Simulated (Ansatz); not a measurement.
Total energies of H7NSSi2, SMILES `N[SiH2][SiH2]S`.

Z-matrix (Å, degrees):
```
Si
Si 1 2.340
N 1 1.719 2 106.0
H 1 1.489 2 110.7 3 118.4
H 1 1.496 2 108.5 3 -125.2
S 2 2.152 1 104.2 3 53.2
H 2 1.489 1 112.3 3 173.6
H 2 1.487 1 111.9 3 -64.7
H 3 1.007 1 121.0 2 175.8
H 3 1.008 1 119.2 2 -39.1
H 6 1.343 2 96.1 1 -164.4
```

Charge 0, multiplicity 1. The structure was optimised at the PBE0-D4/def2-TZVP level. It is one conformer, not always the lowest. Basis def2-TZVPP, the Gaussian-basis code of Ansatz.

RPA on PBE orbitals: Hartree–Fock energy of these orbitals -1033.97761 Eh, correlation -1.14796 Eh (frozen core).

```tsv
functional	energy without D4 (Eh)	D4 term (kJ/mol)
LDA (SPW92)	-1032.05282	–
PBE	-1035.69603	-26.5
BLYP	-1036.20439	-56.7
r2SCAN	-1036.13301	-6.4
B97M-V	-1035.98864	–
PBE0	-1035.79576	-22.7
B3LYP	-1036.31163	-43.0
HSE06 (plane-wave form)	-1035.77168	-21.4
BHLYP	-1036.21048	-35.8
CAM-B3LYP	-1036.24081	-23.5
ωB97X-V	-1036.07821	–
ωB97M-V	-1036.14439	–
B2PLYP	-1035.82749	–
PBE-QIDH	-1035.53376	–
```

**Question.** Give the same for revPBE, r2SCANh, r2SCAN0, LC-ωPBE. (An estimate is asked.)

**Answer.** The calculation gave: 
```json
{"functional": "revPBE", "energy without D4 (Eh)": "-1036.03184", "D4 term (kJ/mol)": "-70.7"}
{"functional": "r2SCANh", "energy without D4 (Eh)": "-1036.12564", "D4 term (kJ/mol)": "-7.0"}
{"functional": "r2SCAN0", "energy without D4 (Eh)": "-1036.11560", "D4 term (kJ/mol)": "-7.8"}
{"functional": "LC-ωPBE", "energy without D4 (Eh)": "-1035.92095", "D4 term (kJ/mol)": "–"}
```

B3LYP takes the VWN-RPA correlation (the form of Gaussian; ORCA's B3LYP/G). HSE06 is the plane-wave form, built on full-range PBE exchange. The double hybrids freeze the cores in their second-order part.

LC-ωPBE has ω = 0.4 bohr⁻¹.
